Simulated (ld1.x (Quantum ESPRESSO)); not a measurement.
## Plane-wave convergence, TM potential for Ca

- Element: Ca (Z = 20)
- Generator: ld1.x (Quantum ESPRESSO) 7.5
- Type: norm-conserving Troullier–Martins (Kleinman–Bylander form)
- Functional: PBEsol
- Relativity: scalar-relativistic
- Frozen core: [Ar]
- Valence charge: 2
- Reference configuration: 3d0 4s2 4p0
- Partial waves: 4s (bound): rc 3.65 bohr; 4p (bound, empty): rc 4.20 bohr; 3d (bound, empty): rc 3.00 bohr
- Local potential: all-electron potential smoothed inside 2.40 bohr (lloc = -1)
- Core correction: a·sin(br)/r model core inside 1.90 bohr

The pseudo-atom Hamiltonian at the reference potential is diagonalised in spherical Bessel functions j_l(qr) that vanish at 20 bohr, with q² up to the cutoff. All-electron valence levels (Ry): 4s -0.2767, 4p -0.1019, 3d -0.1438.

How do the lowest levels (Ry) of each channel move with the cutoff, and are there ghosts?

```json
{"cutoff (Ry)": "8", "s #1": "-0.3422", "s #2": "-0.2761", "p #1": "-0.1018", "p #2": "0.0427", "d #1": "0.0071", "f #1": "0.0973", "f #2": "0.2115", "Σ f·Δε (mRy)": "1.2"}
{"cutoff (Ry)": "10", "s #1": "-0.4581", "s #2": "-0.2766", "p #1": "-0.1019", "p #2": "0.0427", "d #1": "-0.0087", "f #1": "0.0973", "f #2": "0.2115", "Σ f·Δε (mRy)": "0.1"}
{"cutoff (Ry)": "12", "s #1": "-0.5085", "s #2": "-0.2767", "p #1": "-0.1019", "p #2": "0.0427", "d #1": "-0.0396", "f #1": "0.0973", "f #2": "0.2115", "Σ f·Δε (mRy)": "0.1"}
{"cutoff (Ry)": "15", "s #1": "-0.5265", "s #2": "-0.2767", "p #1": "-0.1019", "p #2": "0.0427", "d #1": "-0.0806", "f #1": "0.0973", "f #2": "0.2115", "Σ f·Δε (mRy)": "0.0"}
{"cutoff (Ry)": "400", "s #1": "-0.5352", "s #2": "-0.2767", "p #1": "-0.1019", "p #2": "0.0427", "d #1": "-0.1438", "f #1": "0.0973", "f #2": "0.2115", "Σ f·Δε (mRy)": "0.0"}
```

Result: ghost state, extra bound levels that the all-electron valence spectrum of the same l lacks: s at -7.3 eV (a true bound ghost makes a file unfit for plane-wave use); 10 mRy is reached at 6 Ry and 1 mRy at 10 Ry.

The cutoffs count occupied waves only; the empty 3d level needs 21 Ry at the loose tolerance. 2 of 7 tests not solved or not reliable.
